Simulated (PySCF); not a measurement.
```xyz
4
charge 1 multiplicity 5, angstrom
Ru    0.0000    0.0000   -0.1310
F     0.0000    0.0000    1.6552
F     1.7813    0.0000   -0.4764
F    -1.7813    0.0000   -0.4764
```

Method: UB3LYP/[Ru def2-SVP with ECP28, F def2-SVP], scalar-relativistic core potentials, density fitting, no spin–orbit coupling, PySCF.

This geometry of RuF₃⁺ is a stationary point at this level.

Problem. What is the point group?

Solution. C2v.

Problem. Is it a minimum?

Solution. Yes: all harmonic wavenumbers are real.

Problem. List the harmonic modes with their infrared intensities.

Solution. 
| symmetry | ω (cm⁻¹) | IR (km/mol) |
| --- | --- | --- |
| b1 | 122 | 26.9 |
| a1 | 179 | 13.1 |
| b2 | 183 | 1.0 |
| a1 | 704 | 8.1 |
| a1 | 746 | 34.0 |
| b2 | 770 | 122 |

Problem. Give the atomic charges and bond orders.

Solution. 
| atom | Mulliken | Löwdin | polar tensor | spin (Mulliken) | Mayer order to Ru1 |
| --- | --- | --- | --- | --- | --- |
| Ru1 | 1.55 | 0.92 | 2.10 | 3.10 | – |
| F2 | -0.14 | 0.07 | -0.28 | 0.32 | 1.27 |
| F3,4 | -0.20 | 0.00 | -0.41 | 0.29 | 1.16 |

In C2v the vibrations span b1 + 3a1 + 2b2. Here b1 is antisymmetric to the molecular plane and b2 lies in it.

Only a few start shapes were tried, so a lower isomer may exist. Open d and f shells are described by one determinant, and the ground state may have another occupation or spin.
